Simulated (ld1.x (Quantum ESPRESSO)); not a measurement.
Li (Z = 3): TM semilocal pseudisation with PBE, scalar-relativistic reference atom.

| Item | Value |
| --- | --- |
| Element | lithium (Li) |
| Generator | ld1.x (Quantum ESPRESSO) 7.5 |
| Type | norm-conserving Troullier–Martins (semilocal form) |
| Functional | PBE |
| Relativity | scalar-relativistic |
| Frozen core | none |
| Valence charge | 3 |
| Reference configuration | 1s2 2s0.75 2p0 (charge +0.25) |
| Partial waves | 2p (bound, empty): rc 4.20 bohr; 3d channel at 0.5 Ry: rc 4.00 bohr; 1s (bound): rc 0.50 bohr |
| Local potential | the s channel |
| Core correction | none |

Occupied shells without a wave of their own: 2s. They enter only through the test configuration that unscreens the potential.

All-electron outer shells of the reference configuration (PBE, scalar-relativistic, ld1.x):

| shell | level (eV) | outermost node (bohr) | outermost maximum (bohr) |
| --- | --- | --- | --- |
| 1s | -53.70 | – | 0.36 |
| 2s | -4.09 | 0.83 | 3.01 |
| 2p | -2.18 | – | 3.50 |

**Question.** Does the generator finish with these settings?

**Answer.** Yes, a potential is produced and its reference levels are reproduced.

**Question.** Estimate the cutoffs (Ry, on a coarse ladder) from which the occupation-weighted sum of valence levels, in a spherical-Bessel basis at the reference potential, stays within 10 and 1 mRy of its value at 400 Ry.

**Answer.** 260 Ry and 300 Ry.

**Question.** Which valence shell sets the plane-wave cutoff?

**Answer.** 1s: its level needs 300 Ry to come within 1 mRy, against 180 Ry for 2s.

**Question.** Tests: 1s2 2s1 2p0; 1s2 2s0 2p0; 1s2 2s0.5 2p0; 1s2 2s0 2p1; 1s1 2s1 2p0. Which has the largest error in its energy relative to the reference configuration, and how large is it?

**Answer.** 1s1 2s1 2p0, with +25 meV (all-electron minus pseudo) on +67.54 eV.
